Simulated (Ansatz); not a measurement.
`C[S][In]([CH3])[F]`, charge 0, multiplicity 1.

(1) Give a relaxed structure at PBE0-D4/def2-TZVP (Ansatz 0.2.0). (Best estimate.)

Results:

(1) Ansatz gave: 
Cartesian coordinates in Å:
```
C 2.126 0.164 -0.741
S 1.849 0.409 1.044
In -0.493 0.128 1.216
C -2.071 -0.298 -0.152
F -1.034 0.355 3.087
H 3.200 0.270 -0.900
H 1.828 -0.831 -1.067
H 1.616 0.918 -1.338
H -2.078 0.439 -0.955
H -3.016 -0.265 0.389
H -1.927 -1.289 -0.583
```
Point group Cs.
This is one stationary point; other conformers may exist.
